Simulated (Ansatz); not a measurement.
SbSbSbSb tetrahedron (Sb₄). The state is a singlet with charge 0. Geometry relaxed at r2SCAN-D4/def2-SVP.

```xyz
4

Sb   -1.435    0.129   -0.975
Sb    1.392    0.413   -0.959
Sb    0.161   -1.632    0.583
Sb   -0.117    1.090    1.351
```

In the def2 sets Sb takes a core potential; there is no spin–orbit coupling.

Estimate the harmonic wavenumbers at RKS r2SCAN-D4/def2-SVP (Ansatz, unscaled). Is this a minimum?

138, 138, 179, 179, 179, 242 cm⁻¹. Yes, no mode is imaginary beyond noise. Zero-point energy 6.3 kJ/mol. Run time 19 s (4 threads of Arm Neoverse V1 on a shared host).
